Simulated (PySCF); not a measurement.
C4H3S, multiplicity 2. Atoms are numbered in the order given.

```xyz
8

C      1.2513     0.0651     0.0000
C      0.7276     1.3194     0.0000
C     -0.7113     1.2402     0.0000
C     -1.1864    -0.0465     0.0000
S      0.1123    -1.2155     0.0000
H      1.2981     2.2487     0.0000
H     -1.3606     2.1178     0.0000
H     -2.2214    -0.3866     0.0000
```
Charge 0, spin multiplicity 2.

Geometry: B3LYP-D3(BJ)/def2-SVP. The isomer is the one that the SMILES or the coordinates give; other isomers of the formula were not compared.

The numbers are results of PBE/def2-TZVP (PySCF), not measurements.

The molecule is in vacuum.

* **total energy**: -552.01736 hartree
* **point group**: Cs
* **α spin, highest occupied and lowest empty level**: -6.06 and -1.51 eV
* **β spin, highest occupied and lowest empty level**: -5.84 and -4.28 eV
* **dipole moment**: 1.13 D
* **quadrupole, principal values (traceless, Buckingham form, about the centre of nuclear charge)**: -6.05, 1.74, 4.31 D·Å
* **mean static polarisability**: 59.1 bohr³ (8.75 Å³)
* **polarisability, principal values**: 37.7, 64.9, 74.6 bohr³
* **⟨S²⟩**: 0.758 (pure state 0.75)
